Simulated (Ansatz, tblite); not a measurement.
Cost and result up the ladder for tetramethylammonium hexafluoroantimonate, `C[N+](C)(C)C.[F][Sb-]([F])([F])([F])([F])[F]` (24 atoms). The state is a singlet with charge 0. Geometry: PBE-D4/def2-SVP.

```xyz
24

C    -1.356   -0.407   -0.778
N    -0.679   -0.988    0.438
C    -0.575    0.072    1.505
C     0.706   -1.451    0.061
C    -1.476   -2.145    0.954
H    -0.725    0.413   -1.167
H    -1.461   -1.207   -1.532
H    -2.349   -0.026   -0.477
H    -1.597    0.390    1.780
H    -0.058   -0.364    2.379
H    -0.001    0.922    1.095
H     0.615   -2.205   -0.741
H     1.279   -0.576   -0.293
H     1.181   -1.893    0.956
H    -1.531   -2.924    0.172
H    -2.494   -1.799    1.209
H    -0.982   -2.553    1.855
F     1.146    3.485   -2.623
Sb    1.682    2.451   -1.084
F     3.505    2.287   -1.698
F     1.203    0.776   -2.024
F     2.068    4.021   -0.028
F     2.082    1.287    0.465
F    -0.182    2.438   -0.425
```

Ansatz on 4 threads of Arm Neoverse V2 on a shared host; xTB runs through tblite on one thread. Times are rough, summed over both states, and most runs start from the orbitals of an earlier one. PBE0-D4/def2-SVP serves as the yardstick here, not as an exact answer. The other state is a triplet.

In the def2 sets Sb takes a core potential; there is no spin–orbit coupling. The xTB rows come from tblite. HOMO above LUMO, or a gap near zero within one spin, warns that the state may not be the lowest or that an electron is smeared out.

xTB has no spin-polarisation term.

```json
{"level": "GFN1-xTB", "functions": "77", "vertical triplet (eV)": "2.99", "difference from PBE0-D4/def2-SVP (eV)": "-3.17", "remarks": "–"}
{"level": "PBE-D4/def2-SVP", "functions": "240", "vertical triplet (eV)": "5.04", "difference from PBE0-D4/def2-SVP (eV)": "-1.12", "remarks": "gap within one spin near zero (triplet)"}
{"level": "PBE0-D4/def2-SVP", "functions": "240", "vertical triplet (eV)": "6.16", "difference from PBE0-D4/def2-SVP (eV)": "0.00", "remarks": "–"}
{"level": "GFN2-xTB", "functions": "65", "vertical triplet (eV)": "6.92", "difference from PBE0-D4/def2-SVP (eV)": "0.76", "remarks": "–"}
```

Q: Estimate how long each takes.

A: GFN2-xTB 0.04 s; GFN1-xTB 0.045 s; PBE-D4/def2-SVP 21 s; PBE0-D4/def2-SVP 44 s. On shared hardware such times vary by a factor of up to 3.
